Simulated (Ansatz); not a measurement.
A structure relaxed at PBE-D4/def2-SVPD in Ansatz, charge -1, doublet:

```csv
atom,x (Å),y (Å),z (Å)
Pb1,-0.2146,2.7372,1.9847
Pb2,0.7617,0.5331,-0.7362
S3,0.3815,-1.8581,0.6407
S4,-0.4264,-2.9376,-0.9427
S5,-0.9552,-1.7212,-2.4626
S6,-1.4927,1.8177,-0.0548
S7,1.9458,1.4290,1.5709
```

**Question.** Give its formula.

**Answer.** Pb₂S₅⁻.

**Question.** Summarise the bond lengths by kind (pairs closer than 1.2 times the sum of covalent radii, bridged metal pairs left out).

**Answer.** 5 × Pb–S 2.56 to 2.79 Å; 2 × S–S 2.02 to 2.08 Å.

In the def2 sets Pb takes a core potential; there is no spin–orbit coupling. The relaxation made no stability test and no search for a lower SCF solution. Another isomer (doublet) lies 0.55 eV lower at PBE0-D4/def2-SVP; other spin states weren't run for this one.
